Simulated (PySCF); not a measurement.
Simulation results for C₂H₇GeN, ClGeH₃NO, CH₉BGeSi, B₃GeH₆ and others

All values are calculated (PySCF 2.14.0). Calculation on a computer-drawn molecule: optimised geometry and harmonic frequencies of an isolated molecule of the commonest isotopes, restricted reference for singlets and unrestricted otherwise, frozen core in MP2; on germanium a core potential holds 10 electrons, which the energies leave out, and 3d is frozen in MP2 and coupled-cluster steps.

Common to all runs: charge 0; basis and core potential on germanium cc-pVDZ-PP ECP10MDF.

(1) C₂H₇GeN

Start structure:
```xyz
11
C2H7GeN
C     -1.9358     0.8661    -0.5375
N     -0.8437     1.7963    -0.7684
C      0.4343     1.1477    -0.6307
Ge     0.7136    -0.1825    -2.2443
H     -2.8859     1.4098    -0.5729
H     -1.9187     0.0548    -1.2503
H     -1.9434     0.4245     0.5449
H     -0.9085     2.5278    -0.1679
H      1.2438     1.8761    -0.6940
H      0.5830     0.5803     0.3521
H      2.1866    -0.5846    -1.5622
```

Here we set multiplicity 1, method HF and basis cc-pVDZ.

It finds rotational constants 12.36, 2.14, 1.945 GHz; total energy -427.5843 hartree; convergence status largest gradient component 2.511e-05 hartree/bohr.

Drawn bonds:
```csv
atom,other atom,order
1,2,1
2,3,1
3,4,1
1,5,1
1,6,1
1,7,1
2,8,1
3,9,1
3,10,1
4,11,1
```

Optimised structure:
```xyz
11
C2H7GeN
C     -1.9842     0.8848    -0.4837
N     -0.8588     1.7424    -0.7841
C      0.4318     1.0855    -0.6575
Ge     0.8537    -0.1455    -2.1890
H     -2.9117     1.4547    -0.5570
H     -2.0440     0.0748    -1.2154
H     -1.9400     0.4274     0.5169
H     -0.8897     2.5397    -0.1725
H      1.2237     1.8441    -0.7152
H      0.5804     0.5733     0.3087
H      2.2643    -0.5650    -1.5824
```

Modes:
```csv
frequency (cm⁻¹),reduced mass (dalton)
122.9,2.575
192.5,1.718
227.2,1.057
298.6,1.65
399.1,1.76
537.2,2.635
633.7,1.548
786,1.165
906.4,1.295
1013,2.262
1188,1.3
1212,1.272
1273,2.656
1343,1.413
1379,1.557
1536,1.102
1569,1.194
1592,1.061
1598,1.131
1627,1.128
1970,1.021
3073,1.069
3103,1.057
3159,1.089
3205,1.081
3253,1.102
3731,1.075
```

(2) ClGeH₃NO

Start structure:
```xyz
7
ClGeH3NO
N     -0.2868     1.9287    -1.5829
Ge    -1.7347     2.7021    -0.7883
O     -3.0989     1.7614    -1.4066
Cl    -1.6155     2.4015     1.3829
H     -0.4684     1.6193    -2.5239
H      0.5645     2.4626    -1.5610
H     -3.8441     1.6899    -0.8258
```

It was run with multiplicity 2, method MP2 and basis cc-pV(D+d)Z.

The calculation gives: rotational constants 5.648, 2.767, 2.11 GHz; total energy -884.5789 hartree; spin squared 0.7669; convergence status largest gradient component 1.459e-05 hartree/bohr.

Drawn bonds:
```csv
atom,other atom,order
1,2,1
2,3,1
2,4,1
1,5,1
1,6,1
3,7,1
```

Optimised structure:
```xyz
7
ClGeH3NO
N     -0.3068     1.8638    -1.6029
Ge    -1.7837     2.6371    -0.8060
O     -3.1230     1.5539    -1.3407
Cl    -1.4622     2.5017     1.3613
H     -0.4109     1.8246    -2.6215
H      0.5523     2.3822    -1.3991
H     -3.9495     1.8022    -0.8967
```

Modes:
```csv
frequency (cm⁻¹),reduced mass (dalton)
93.55,1.444
163.2,3.028
211.8,2.554
235.1,3.853
279.1,1.506
397.7,27.49
602.4,1.762
686.4,3.988
711.2,4.412
866,1.107
925.2,1.123
1560,1.098
3521,1.051
3633,1.092
3837,1.067
```

(3) CH₉BGeSi

Start structure:
```xyz
13
CH9BGeSi
Si    -0.8939     0.1886    -0.9496
B     -0.9073    -0.7499     0.7715
C      0.1795    -1.8105     1.0909
Ge     1.7349    -0.8411     1.7758
H     -0.8823     1.5967    -0.8588
H      0.2421    -0.1813    -1.8677
H     -2.0799    -0.1256    -1.7735
H     -1.6378    -0.3883     1.6191
H     -0.1397    -2.4871     1.9082
H      0.4546    -2.4110     0.2479
H      2.3401     0.0701     0.7588
H      2.7463    -1.8655     2.1457
H      1.4268    -0.0271     3.0212
```

It was run with multiplicity 1, method HF and basis cc-pV(D+d)Z.

Results for CH₉BGeSi: rotational constants 8.714, 1.126, 1.062 GHz; total energy -650.0783 hartree; convergence status largest gradient component 2.205e-05 hartree/bohr.

Drawn bonds:
```csv
atom,other atom,order
1,2,1
2,3,1
3,4,1
1,5,1
1,6,1
1,7,1
2,8,1
3,9,1
3,10,1
4,11,1
4,12,1
4,13,1
```

Optimised structure:
```xyz
13
CH9BGeSi
Si    -0.9787     0.1942    -1.1143
B     -0.8404    -0.6924     0.7261
C      0.2043    -1.7839     1.0988
Ge     1.7949    -0.8898     1.9026
H     -0.8922     1.6740    -0.9999
H      0.0778    -0.2555    -2.0587
H     -2.2986    -0.1354    -1.7169
H     -1.5954    -0.3081     1.5838
H     -0.1354    -2.4727     1.8775
H      0.6019    -2.3511     0.2537
H      2.4011     0.1245     0.9264
H      2.8353    -1.9684     2.2139
H      1.4088    -0.1673     3.1965
```

Modes:
```csv
frequency (cm⁻¹),reduced mass (dalton)
54.08,2.708
68.91,1.188
85.05,1.131
195.6,2.508
237.4,2.081
483.6,1.12
509.7,1.772
556.6,1.282
575.4,2.281
594.9,1.211
667.8,1.643
846.3,1.67
884.4,1.298
916.2,1.058
966.3,1.023
967.7,1.028
992.6,1.106
1017,1.213
1021,1.062
1032,1.042
1098,1.289
1136,1.789
1249,1.595
1549,1.144
2217,1.023
2223,1.024
2238,1.012
2275,1.048
2279,1.05
2289,1.021
2661,1.091
3187,1.057
3247,1.106
```

(4) B₃GeH₆

Start structure:
```xyz
10
B3GeH6
B     -1.7419     2.7400    -1.0527
B     -1.6331     1.4273    -1.9492
Ge    -1.5771    -0.3614    -1.0213
B     -1.5400    -0.8993     0.8994
H     -0.7221     3.2856    -0.6435
H     -2.7291     3.2067    -0.6066
H     -1.6304     1.3922    -3.0709
H     -1.5469    -1.4988    -2.0581
H     -1.5646    -2.0625     1.1737
H     -1.6098    -0.0645     1.6728
```

It was run with multiplicity 2, method HF and basis cc-pVDZ.

The calculation gives: rotational constants 8.525, 2.842, 2.17 GHz; total energy -370.8315 hartree; spin squared 0.7601; convergence status largest gradient component 1.281e-05 hartree/bohr.

Drawn bonds:
```csv
atom,other atom,order
1,2,1
2,3,1
3,4,1
1,5,1
1,6,1
2,7,1
3,8,1
4,9,1
4,10,1
```

Optimised structure:
```xyz
10
B3GeH6
B     -1.7083     2.7969    -0.9796
B     -1.6504     1.4074    -1.9162
Ge    -1.5813    -0.4804    -1.1064
B     -1.5733    -0.9247     0.8782
H     -0.7050     3.3575    -0.6228
H     -2.7548     3.2792    -0.6329
H     -1.6470     1.4718    -3.1165
H     -1.5324    -1.6483    -2.0981
H     -1.5312    -2.0594     1.2574
H     -1.6112    -0.0347     1.6804
```

Modes:
```csv
frequency (cm⁻¹),reduced mass (dalton)
93.14,1.957
103.7,2.834
190,1.083
217.7,3.377
309.6,1.128
346,1.044
502.2,1.097
519.1,5.349
583.4,3.603
627,1.183
797.6,1.236
814.4,1.218
838.9,1.54
913.7,1.284
987.2,2.149
1084,1.549
1252,1.145
1271,1.279
2206,1.02
2654,1.057
2683,1.051
2698,1.091
2719,1.12
2776,1.129
```

(5) BClGeH₄N

Start structure:
```xyz
8
BClGeH4N
B     -0.1091    -1.1240     1.8369
Ge    -1.5116    -0.6216     0.5804
N     -2.2920    -2.0293    -0.2521
Cl    -0.3516     0.4492    -0.9614
H      0.4644    -0.5370     2.7078
H     -2.6431     0.3218     0.7654
H     -3.0060    -1.8409    -0.9735
H     -1.6671    -2.7834    -0.5246
```

It was run with multiplicity 2, method HF and basis cc-pV(D+d)Z.

It finds rotational constants 5.188, 2.854, 2.141 GHz; total energy -834.3259 hartree; spin squared 0.7565; convergence status largest gradient component 2.835e-05 hartree/bohr.

Drawn bonds:
```csv
atom,other atom,order
1,2,1
2,3,1
2,4,1
1,5,1
2,6,1
3,7,1
3,8,1
```

Optimised structure:
```xyz
8
BClGeH4N
B     -0.0597    -1.1142     1.8351
Ge    -1.5168    -0.6018     0.4708
N     -2.3136    -2.0747    -0.2333
Cl    -0.3134     0.4902    -1.0310
H      0.3987    -0.5540     2.7829
H     -2.6236     0.3706     0.8624
H     -3.0042    -1.8974    -0.9422
H     -1.6834    -2.7840    -0.5657
```

Modes:
```csv
frequency (cm⁻¹),reduced mass (dalton)
130.4,3.207
184.1,3.536
208.1,3.424
262.1,1.181
343,1.355
390.1,35.28
606.4,2.319
624.7,1.396
634.8,1.886
736.4,2.78
747.9,1.119
806.1,1.13
994.8,1.156
1700,1.099
2256,1.02
2788,1.095
3741,1.051
3835,1.095
```

(6) C₂H₇Ge

Start structure:
```xyz
10
C2H7Ge
C      0.6274    -3.1558     0.7778
Ge     0.9162    -1.7028    -0.5963
C     -0.9758    -1.3175    -1.2189
H      1.6141    -3.3083     1.2927
H     -0.0198    -2.7496     1.5612
H      0.2737    -4.0684     0.4030
H      1.2911    -0.4560     0.2354
H     -1.5976    -1.0477    -0.3320
H     -1.4041    -2.1000    -1.6975
H     -1.0301    -0.4213    -1.8961
```

It was run with multiplicity 2, method HF and basis cc-pVDZ.

Results for C₂H₇Ge: rotational constants 13.54, 5.501, 4.212 GHz; total energy -373.1638 hartree; spin squared 0.7531; convergence status largest gradient component 1.335e-05 hartree/bohr.

Drawn bonds:
```csv
atom,other atom,order
1,2,1
2,3,1
1,4,1
1,5,1
1,6,1
2,7,1
3,8,1
3,9,1
3,10,1
```

Optimised structure:
```xyz
10
C2H7Ge
C      0.6735    -3.1423     0.8379
Ge     0.7705    -1.6767    -0.4782
C     -1.0108    -1.2653    -1.2181
H      1.6619    -3.3538     1.2492
H      0.0066    -2.8646     1.6589
H      0.2887    -4.0501     0.3692
H      1.3689    -0.4158     0.1828
H     -1.6916    -0.9724    -0.4139
H     -1.4248    -2.1405    -1.7226
H     -0.9477    -0.4459    -1.9360
```

Modes:
```csv
frequency (cm⁻¹),reduced mass (dalton)
131.7,1.022
139.4,1.091
179.7,2.636
514.7,1.042
585.7,3.922
614,4.082
639.5,1.04
767.8,1.161
898.8,1.26
911.3,1.275
918.3,1.167
1360,1.227
1369,1.209
1551,1.055
1553,1.057
1557,1.051
1563,1.052
2147,1.02
3172,1.034
3172,1.034
3258,1.102
3259,1.102
3275,1.104
3276,1.104
```

(7) AlClGeH₃O

Start structure:
```xyz
7
AlClGeH3O
Al    -1.4340     0.5458     2.6297
O     -0.8488     1.6860     1.6471
Ge    -0.0832     2.8720     0.4371
Cl     0.1762     1.7506    -1.3579
H     -1.6552     1.0376     4.0954
H     -1.8278    -0.8308     2.1609
H     -1.3889     3.8468     0.1117
```

Here we set multiplicity 2, method HF and basis cc-pV(D+d)Z.

The calculation gives: rotational constants 4.849, 1.452, 1.145 GHz; total energy -1071.5017 hartree; spin squared 0.7578; convergence status largest gradient component 8.255e-06 hartree/bohr.

Drawn bonds:
```csv
atom,other atom,order
1,2,1
2,3,1
3,4,1
1,5,1
1,6,1
3,7,1
```

Optimised structure:
```xyz
7
AlClGeH3O
Al    -1.4690     0.5495     2.6153
O     -1.3277     1.8512     1.5431
Ge    -0.5471     3.0208     0.5099
Cl     0.9516     1.9343    -0.6568
H     -0.3455     0.3305     3.6955
H     -2.7455    -0.3614     2.5035
H     -1.5785     3.5830    -0.4865
```

Modes:
```csv
frequency (cm⁻¹),reduced mass (dalton)
37.65,2.319
60.85,1.718
76.37,3.609
233.1,12.36
406,35.89
470.8,7.612
600.6,1.236
668.4,1.11
676.6,1.167
735.8,1.092
853.2,1.082
1044,13.56
2012,1.056
2021,1.029
2131,1.021
```

(8) CH₆GeNO

Start structure:
```xyz
10
CH6GeNO
C      0.4188     2.6458     2.1533
O      0.6881     2.5923     0.6964
Ge     0.8088     1.2985    -0.4841
N     -0.8615     0.3758    -0.2758
H      0.1620     3.6800     2.4134
H     -0.4272     1.9564     2.3478
H      1.3396     2.3703     2.6373
H      0.3896     2.2461    -1.6758
H     -1.1016     0.1982     0.6810
H     -1.0572    -0.4364    -0.7952
```

Here we set multiplicity 2, method HF and basis cc-pVDZ.

It finds rotational constants 8.627, 3.469, 2.61 GHz; total energy -464.0399 hartree; spin squared 0.7593; convergence status largest gradient component 8.08e-06 hartree/bohr.

Drawn bonds:
```csv
atom,other atom,order
1,2,1
2,3,1
3,4,1
1,5,1
1,6,1
1,7,1
3,8,1
4,9,1
4,10,1
```

Optimised structure:
```xyz
10
CH6GeNO
C      0.3758     2.6748     2.0714
O      0.6652     2.7991     0.7100
Ge     0.6495     1.4390    -0.4409
N     -0.8089     0.3764    -0.0571
H      0.4217     3.6671     2.5221
H     -0.6264     2.2680     2.2386
H      1.1003     2.0361     2.5906
H      0.4202     2.0760    -1.8247
H     -0.7055    -0.2429     0.7286
H     -1.1326    -0.1666    -0.8402
```

Modes:
```csv
frequency (cm⁻¹),reduced mass (dalton)
61,2.563
105.8,1.149
147.7,1.223
200.5,2.554
312.8,4.172
577.9,1.373
642.3,4.658
657.2,1.622
704.1,1.797
737.1,1.158
949.1,1.152
1212,7.058
1267,1.271
1293,1.362
1589,1.14
1602,1.048
1607,1.05
1696,1.096
2151,1.021
3143,1.038
3206,1.101
3251,1.102
3732,1.051
3822,1.094
```
